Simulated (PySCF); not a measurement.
**Spinor energies of Pr⁵⁵⁺ (praseodymium, charge +55)**

Start: [He] 2s2. Calculated with PySCF 2.14 in an even-tempered Gaussian basis (17 s from 8.6 bohr⁻², ratio 2.6; 13 p from 11 bohr⁻², ratio 2.6; 7 d from 11 bohr⁻², ratio 2.8; 4 f from 220 bohr⁻², ratio 2.8): generalised Hartree-Fock with the X2C-1e Hamiltonian and a Gaussian nucleus; spin-orbit coupling (SO) screened by Boettger's factors.

```csv
spinor shell,electrons,"ε, screened SO (eV)",weight of nominal j (screened SO),"rms radius, screened SO (bohr)"
1s1/2,2,-47985.4,1.000,0.0273
2s1/2,2,-11653.2,1.000,0.106
```

| quantity | screened SO |
| --- | --- |
| E (hartree) | -4483.63771 |
| M_J | 0 |
| ⟨J²⟩ | 0.000 |
| ⟨L²⟩ | 0.000 |
| ⟨S²⟩ | 0.000 |

Breit and QED terms are absent; they matter most for the inner s and p1/2 levels.

Densities and radii are taken from the X2C orbitals without a picture-change correction, which distorts them close to the nucleus.
